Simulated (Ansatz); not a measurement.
The lowest singlet and triplet of CH3N (SMILES C=N); geometries from B3LYP-D3(BJ)/def2-TZVP, each state relaxed from the structure named, with no frequency check.
Singlet at the triplet's geometry (charge 0, multiplicity 1):
```tsv
atom	x (Å)	y (Å)	z (Å)
C	-0.6012	0.1181	-0.2142
N	0.6486	-0.1339	0.2795
H	-1.2983	-0.7182	-0.2436
H	-1.0281	1.0971	-0.0005
H	1.3938	-0.1503	-0.4268
```

| level | gap E(singlet) − E(triplet), vertical, at the triplet's geometry (eV) | cost |
|---|---|---|
| R-HF/cc-pVTZ | 1.056 | - |
| R-HF/cc-pVQZ | 1.029 | - |
| U-SVWN5/def2-TZVPP | -0.529 | ×2 |
| R-r2SCAN/def2-TZVPP | 0.051 | ×1 |
| U-B3LYP/def2-TZVPP (spin-contaminated) | -0.211 | ×2 |
| R-PBE0/def2-TZVPP | -0.057 | ×0.7 |
| R-MP2/cc-pVDZ | -0.369 | - |
| R-MP2/cc-pVTZ | -0.550 | - |
| R-SCS-MP2/cc-pVDZ | -0.352 | - |
| R-SCS-MP2/cc-pVQZ | -0.630 | - |
| R-CCSD/cc-pVQZ | -0.239 | - |
| R-CCSDT(Q)/cc-pVDZ | -0.286 | ×20 |
| SA-CASSCF(4,3)/cc-pVDZ | -0.184 | - |
| SA-CASSCF(4,3)/cc-pVTZ | -0.243 | - |
| SA-CASSCF(4,3)/cc-pVQZ | -0.262 | - |
| SC-NEVPT2 on SA-CASSCF(4,3)/cc-pVQZ | -0.542 | - |
| FIC-NEVPT4(SD) on SA-CASSCF(4,3)/cc-pVDZ | -0.280 | - |
| FIC-NEVPT4(SD) on SA-CASSCF(4,3)/cc-pVTZ | -0.392 | - |
| FIC-MRCISD+Q on SA-CASSCF(4,3)/cc-pVDZ | -0.269 | - |
| FIC-MRCISD+Q on SA-CASSCF(4,3)/cc-pVTZ | -0.371 | - |

The rows run from -0.630 (R-SCS-MP2/cc-pVQZ) to 1.056 eV (R-HF/cc-pVTZ). From cc-pVDZ to cc-pVTZ R-MP2 changes by -0.181.

A positive gap puts the triplet lower; no zero-point energy. R- takes a restricted singlet. U- takes an unrestricted singlet (broken symmetry where lower, unprojected). The triplet is unrestricted in single-reference levels. Active spaces average the two states.

Cores are frozen in the correlated methods.

Doubts at one or more of the structures used: a restricted determinant that unrestricted orbitals would lower (R-HF/cc-pVTZ, R-HF/cc-pVQZ, R-r2SCAN/def2-TZVPP, R-PBE0/def2-TZVPP, R-MP2/cc-pVDZ, R-MP2/cc-pVTZ, R-SCS-MP2/cc-pVDZ, R-SCS-MP2/cc-pVQZ, R-CCSD/cc-pVQZ, R-CCSDT(Q)/cc-pVDZ).

The values were computed with Ansatz (a quantum-chemistry and plane-wave program) with Gaussian orbitals. 

Costs are rough ratios of core time to R-PBE/def2-TZVPP (about 2.9 s over the structures, on one shared machine); a dash marks a level with no comparable run of its own.
